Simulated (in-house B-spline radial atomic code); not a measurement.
What moves the levels of Br ([Ar] 3d10 4s2 4p5)? Method: Dirac-Hartree-Fock, average of configuration, Fermi nucleus of rms radius 4.1629 fm. Calculated with an all-electron radial atomic-structure program (B-spline basis).

Baseline run (computed): total energy -2605.0234 hartree, 1s1/2 at -498.5216 hartree, 4p3/2 at -12.226 eV with <r> = 2.119 bohr.

Scaling the speed of light c (a factor of 100 is close to the non-relativistic limit):

| c/c0 | ΔE (hartree) | 4p3/2 level (eV) | 4p3/2 <r> (bohr) |
| --- | --- | --- | --- |
| 0.95 | -3.6496 | -12.202 | 2.12 |
| 0.98 | -1.3899 | -12.2167 | 2.119 |
| 1.02 | 1.3055 | -12.2341 | 2.119 |
| 3 | 29.075 | -12.4149 | 2.112 |
| 100 | 32.592 | -12.4378 | 2.112 |

Changing the nucleus:

```json
{"nucleus": "Gaussian nucleus of rms radius 4.1629 fm", "ΔE (eV)": "-0.000872"}
{"nucleus": "uniform spherical nucleus of rms radius 4.1629 fm", "ΔE (eV)": "0.000456"}
{"nucleus": "Gaussian nucleus of rms radius 0.01 fm", "ΔE (eV)": "-0.557"}
{"nucleus": "Fermi nucleus of rms radius 4.0796 fm", "ΔE (eV)": "-0.0213"}
{"nucleus": "Fermi nucleus of rms radius 4.2462 fm", "ΔE (eV)": "0.0217"}
```

A larger nucleus binds the electrons less, roughly as the density at the nucleus times the change of the nuclear <r²>. At equal rms radius the shape enters only through higher moments. A radius of 0.01 fm is nearly a point.

Question: The nuclear charge is raised by 0.1. What does the Hellmann-Feynman theorem predict for the energy, and what is found?

Answer: dE/dZ ≈ -Σ<1/r>, which is -179.868 at the start and -180.565 at the end; their mean times 0.1 is -18.022 hartree, and the two runs differ by -18.022 hartree.
